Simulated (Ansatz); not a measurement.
C₂H₈BGeN, SMILES `CN1[BH][GeH2][CH2]1`, relaxed with RKS PBE-D4/def2-SVP in the Gaussian-basis code of Ansatz from a rough embedded geometry. The force threshold is 0.03 eV/Å; the program also tests the step.

Total charge 0; spin multiplicity 1.

Start:

```xyz
13

C     0.155    0.968   -1.401
N     0.383    0.786   -0.022
B    -1.003    0.697    0.671
Ge   -0.478   -1.225    1.383
C     0.927   -0.542    0.290
H     1.167    0.939   -1.993
H    -0.291    1.933   -1.639
H    -0.449    0.121   -1.864
H    -1.881    1.435    0.842
H    -0.203   -1.246    2.850
H    -1.332   -2.260    0.613
H     1.877   -0.424    0.928
H     1.128   -1.182   -0.658
```

```csv
step,energy (eV),largest force (eV/Å),largest move (Å)
1,-60862.2713,3.351,0.000
2,-60863.3256,2.161,0.198
3,-60863.7872,0.790,0.193
4,-60863.9573,0.394,0.200
5,-60864.0450,0.576,0.200
6,-60864.1026,0.364,0.200
7,-60864.1294,0.261,0.192
8,-60864.1524,0.060,0.111
9,-60864.1534,0.086,0.049
10,-60864.1543,0.025,0.022
```

End:

```xyz
13

C     0.329    1.171   -1.444
N    -0.067    0.380   -0.294
B    -1.145    0.550    0.595
Ge   -0.547   -1.143    1.634
C     0.717   -0.816    0.080
H     1.357    1.577   -1.313
H    -0.372    2.016   -1.582
H     0.332    0.554   -2.369
H    -1.966    1.442    0.542
H     0.165   -1.088    3.015
H    -1.296   -2.500    1.528
H     1.769   -0.564    0.338
H     0.726   -1.580   -0.729
```

It took 26 s on 2 threads of an AMD EPYC 7R13 on a shared host, with 0.21 GiB of host memory at the peak.
